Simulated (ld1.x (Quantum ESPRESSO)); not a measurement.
# Reading a pseudo-wave (Pr (Z = 59))

Columns: radius, all-electron u(r) and pseudo u(r) of the 5s shell (level -51.61 eV) of praseodymium in the configuration [Kr] 4d10 4f3 5s2 5p6 5d0 6s0 6p0; BLYP, scalar-relativistic, PAW scheme, ld1.x (Quantum ESPRESSO) 7.5.

```
r (bohr)  all-electron  pseudo
   0.213        0.3443  0.2173
   0.425       -0.4451  0.4163
   0.638       -0.2926  0.5835
   0.850        0.3381  0.7060
   1.062        0.7843  0.7782
   1.275        0.9565  0.7990
   1.488        0.9400  0.7726
   1.700        0.8286  0.7082
   1.912        0.6850  0.6177
   2.125        0.5424  0.5136
   2.338        0.4173  0.4087
   2.550        0.3148  0.3136
   2.762        0.2339  0.2340
   2.975        0.1715  0.1715
   3.188        0.1245  0.1245
   3.400        0.0899  0.0899
   3.613        0.0643  0.0643
   3.825        0.0459  0.0459
   4.038        0.0325  0.0325
   4.250        0.0229  0.0229
   4.462        0.0161  0.0161
   4.675        0.0112  0.0112
   4.888        0.0078  0.0078
   5.100        0.0054  0.0054
   5.313        0.0038  0.0038
   5.525        0.0026  0.0026
```

Q: How many radial nodes do the two functions have?

A: The all-electron 5s function has n − l − 1 = 4 (the table is too coarse to show those close to the nucleus); the pseudo-wave has 0, since the states of the same l below it are removed with the core.

Q: At about which radius was the pseudo-wave matched?

A: 3.00 bohr. The columns agree to 0.0005 from 2.76 bohr on; several derivatives are matched, so the curves merge somewhat inside the radius.

Q: Is the pseudo-wave norm-conserving?

A: No, it belongs to a PAW set: the norm inside the radius is not constrained, and the difference is carried by the augmentation charge.
